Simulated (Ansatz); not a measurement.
An input meant for [SiF3]- (SiF₃⁻) (charge -1, singlet).

```yaml
crystal:
  periodic: [false, false, false]
  atoms:
    - {symbol: Si, position_ang: [-0.010646, 0.010433, 1.399348]}
    - {symbol: F, position_ang: [3.231260, -0.068410, -0.441257]}
    - {symbol: F, position_ang: [-1.554070, 2.824100, -0.499313]}
    - {symbol: F, position_ang: [-1.666544, -2.766123, -0.458801]}
basis:
  gaussian: {orbitals: "6-31G*", fitting: {mean_field: cc-pVTZ-jkfit}}
total_charge: -1
hamiltonian: {xc: {name: B2GP-PLYP}}
scf: {omitted_lower_state_checks: [starts]}
```

```sh
$ ansatz run in.yaml --threads 4 --pin off --events-out ev --progress --plain --max-ram 3916MiB
```

It prints (some lines left out):

```
Functional definition: B2GP-PLYP
358 factors; integrals over basis functions are off by at most 2.2e-1 eV
mean field evaluation 1: about -15987.9445 eV, gradient 4.2e1 eV
mean field evaluation 2: about -15987.9445 eV, gradient 4.2e1 eV
mean field evaluation 4: about -15991.8166 eV, gradient 1.9e1 eV
mean field evaluation 8: about -15991.8166 eV, gradient 1.9e1 eV
mean field evaluation 16: about -15995.7416 eV, gradient 4.0e-6 eV
mean field -15995.74162181 eV, -587.8326622984 hartree, gradient 4.0e-6 eV, S^2 0.000000; 0 other end points of the search recorded, 0 dependent functions left out; unrestricted orbitals would lower it
8 core orbitals not correlated: weight in the atoms' cores, before any rotation towards them, 1.000 or more for the frozen orbitals, at most 0.000 for the correlated occupied ones
reference -15995.74171147 eV, -587.8326655933 hartree; 13, 13 occupied and 43, 43 virtual orbitals, 358 factors
second order -25.97851752 eV of doubles, -0.00000000 eV of singles
Total energy: -16005.09397778 eV, -588.1763550409 hartree
Checks for a lower state left out: starts
```

Q: Something in this input is off. What?

A: The geometry is stretched to more than twice its size. Self-consistency was reached. The result belongs to that input, not to the species as meant. The highest occupied level of an anion often lies above zero with these methods, and sets without diffuse functions describe the outer electron poorly. The restricted singlet is unstable: a solution with broken spin symmetry lies lower.
